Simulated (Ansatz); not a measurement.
Complex (SMILES): F (HF) with S (H2S), atoms 1 to 2 the first; geometry from B3LYP-D3(BJ)/def2-TZVP, monomers rigid:
```xyz
5

F      1.0514    -0.0999    -0.0372
H      0.2433     0.3752     0.0204
S     -1.5978     1.6545     0.0327
H     -1.5779     1.8425    -1.2976
H     -0.9121     2.7859     0.2673
```

Basis-set convergence of the counterpoise-corrected interaction energy at CCSD(T) with Ansatz (an electronic-structure program). Cartesian d functions, on some or all atoms, in 6-31G*; all else is spherical. Cores are frozen. No added dispersion term, no relativity. Functions are those of the species that has most. Reference: Hartree-Fock in aug-cc-pV(Q+d)Z plus the correlation part extrapolated as X^-3 from aug-cc-pV(T+d)Z and aug-cc-pV(Q+d)Z, -5.33 kcal/mol, itself unsure by roughly 0.06 kcal/mol (a third of the extrapolation step and of the last Hartree-Fock step).

| basis | functions | counterpoise-corrected interaction energy (kcal/mol) |
|---|---|---|
| STO-3G | 17 | [?] |
| 3-21G | 28 | -0.44 |
| pcseg-0 | 28 | [?] |
| def2-SV(P) | 38 | [?] |
| 6-31G* | 40 | -2.35 |
| aug-pcseg-1 | 77 | [?] |
| cc-pV(T+d)Z | 111 | -4.18 |
| jun-cc-pV(T+d)Z | 129 | -4.77 |
| aug-pcseg-2 | 165 | -4.77 |
| cc-pV(Q+d)Z | 209 | -4.80 |
| def2-QZVPP | 217 | -4.95 |
| pcseg-3 | 223 | -5.05 |
| aug-cc-pV(Q+d)Z | 307 | -5.18 |

Q: Some entries are withheld; supply them.

A: 
- STO-3G, counterpoise-corrected interaction energy (kcal/mol): 2.52
- pcseg-0, counterpoise-corrected interaction energy (kcal/mol): -2.22
- def2-SV(P), counterpoise-corrected interaction energy (kcal/mol): -3.54
- aug-pcseg-1, counterpoise-corrected interaction energy (kcal/mol): -4.11
